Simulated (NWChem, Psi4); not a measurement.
**A ladder of methods for InH2OF (SMILES [OH][InH][F])**

InH2OF has 5 atoms, charge 0, and is taken as a singlet. SMILES: `[OH][InH][F]`. The coordinates come from a PBE0-D4/def2-TZVP relaxation. This is a higher conformer, about 10 kJ/mol above the lowest found by a separate search.

Quantity: the electronic atomisation energy, in eV. The values are calculated. Electronic energies at fixed atoms, without zero-point motion or spin-orbit coupling.

| level | kind | program | value (eV) | CPU time (all runs) |
| --- | --- | --- | --- | --- |
| SVWN5/def2-SVP (core potential) | LDA | Psi4 | 17.20 | 22 s |
| PBE/def2-SVP (core potential) | GGA | NWChem | 14.72 | 36 s |
| revPBE/def2-SVP (core potential) | GGA | Psi4 | 14.06 | 33 s |
| M06-L/def2-SVP (core potential) | meta-GGA | Psi4 | 14.47 | 55 s |
| r2SCAN/def2-SVP (core potential) | meta-GGA | Psi4 | 14.50 | 63 s |
| B3LYP/def2-SVP (core potential) | global hybrid | NWChem | 14.13 | 29 s |
| TPSSh/def2-SVP (core potential) | hybrid meta-GGA | Psi4 | 14.29 | 46 s |
| MP2/def2-SVP (core potential) | perturbation theory | NWChem | 14.15 | 29 s |

The values span 14.06 to 17.20 eV. In the correlated wave-function rows the outer d shell of In is correlated, in sets not made for it. Times are those of the runs behind each value, whatever else they computed, on shared processors of several kinds: orders of magnitude only.
